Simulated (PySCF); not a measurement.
Compound: trans-Zr(H2O)2Cl4 (singlet state).
Bonds: Zr1–O2, Zr1–O5, Zr1–Cl8, Zr1–Cl9, Zr1–Cl10, Zr1–Cl11. Hydrogens: H3, H4 on O2; H6, H7 on O5.

Theory: PySCF, PBE0-D3(BJ)/def2-SVP geometry optimisation, gas phase, def2 core potentials past Kr.

(1) Give the optimised bond lengths and angles.

Results:

(1) 
| bond | length (Å) |
| --- | --- |
| Zr1–O2, Zr1–O5 | 2.245 |
| Zr1–Cl8 and 3 like bonds | 2.407 |
| O2–H3 and 3 like bonds | 0.967 |

Bonds in one row agree within 0.01 Å and their mean is given. A selection of angles:
| angle | degrees |
| --- | --- |
| O2–Zr1–O5 | 177.1 |
| O2–Zr1–Cl8 | 75.2 |
| O2–Zr1–Cl10 | 102.2 |
| O2–Zr1–Cl11 | 106.9 |
| O5–Zr1–Cl8 | 103.4 |
| O5–Zr1–Cl9 | 106.2 |
| Cl8–Zr1–Cl9 | 150.4 |
| Cl8–Zr1–Cl10 | 93.9 |
| Cl10–Zr1–Cl11 | 151.0 |
| Zr1–O2–H3 | 123.3 |
| H3–O2–H4 | 113.1 |

Zr1 (zirconium bonded to 4 Cl and 2 O) has the three widest angles are 177.1°, 151.0° and 150.4°, the others run from 75.2° to 106.9°. O2 (oxygen bonded to Zr and 2 H) is planar (angles 123.3°, 123.3° and 113.1°, sum 359.7°, 0.04 Å off the plane of its three neighbours).

Point group: near D2d, missed by 0.21 Å at most; the miss may be what the optimiser left on a soft mode (C2 holds within 0.08 Å). PBE0-D3(BJ)/def2-SVP frequencies: not computed here.
